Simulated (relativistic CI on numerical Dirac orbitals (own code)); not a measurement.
Transition arrays of Xe¹⁴⁺

Method of calculation: Dirac-Coulomb-Breit CI, KLI orbitals optimised for each configuration, model QED (radiative potential, 1s self-energy scaled to tabulated hydrogen-like ionisation energies), valence Slater integrals scaled by 0.9, whole transition arrays (own radial code, finite nucleus).

Configuration list (outside the closed core [Ar] 3d10 4s2): 4p⁶4d⁴, 4p⁶4d³4f, 4p⁵4d⁵, 4p⁶4d³5p, 4p⁶4d³5f. Levels of other configurations are missing.

All E1 lines from the levels of 4p⁶4d⁴; mean and standard deviation are weighted by gf, and upper levels are sorted by their leading configuration.

| Upper configuration | Lines | Σgf | Mean (eV) | Mean (nm) | σ (eV) | Strongest line (nm) |
| --- | --- | --- | --- | --- | --- | --- |
| 4p⁶4d³4f | 3071 | 1067.1 | 117.08 | 10.590 | 3.04 | 10.522 |
| 4p⁵4d⁵ | 2982 | 538.0 | 117.54 | 10.548 | 6.08 | 10.328 |
| 4p⁶4d³5p | 1735 | 118.0 | 123.82 | 10.013 | 4.33 | 10.384 |
| 4p⁶4d³5f | 2825 | 23.0 | 197.80 | 6.268 | 2.45 | 6.241 |

Σgf per state of the lower configuration in bins of 0.2 nm over the central range (centre: value): 6.3: 0.09, 9.7: 0.16, 9.9: 0.19, 10.1: 0.20, 10.3: 0.99, 10.5: 4.53, 10.7: 1.70, 10.9: 0.13, 11.1: 0.05.

Problem. How do configuration mixing and the scaling of the Slater integrals move the arrays?

Solution. Slater scale 0.9, no configuration mixing: 4p⁶4d³4f 109.1 ± 4.9 eV (Σgf 772.7), 4p⁵4d⁵ 106.1 ± 8.9 eV (Σgf 692.0), 4p⁶4d³5p 126.9 ± 2.4 eV (Σgf 112.5), 4p⁶4d³5f 197.4 ± 2.5 eV (Σgf 45.1); Slater scale 1: 4p⁶4d³4f 119.2 ± 3.1 eV (Σgf 986.4), 4p⁵4d⁵ 119.8 ± 6.1 eV (Σgf 553.1), 4p⁶4d³5p 122.2 ± 3.6 eV (Σgf 215.2), 4p⁶4d³5f 197.9 ± 2.7 eV (Σgf 21.7); Slater scale 0.8: 4p⁶4d³4f 114.9 ± 3.0 eV (Σgf 1024.9), 4p⁵4d⁵ 115.1 ± 6.1 eV (Σgf 540.8), 4p⁶4d³5p 123.4 ± 5.1 eV (Σgf 125.9), 4p⁶4d³5f 197.7 ± 2.2 eV (Σgf 24.3). With mixing, levels are counted to their leading configuration, so an array can shrink or vanish into another, and the sums then hold other lines.
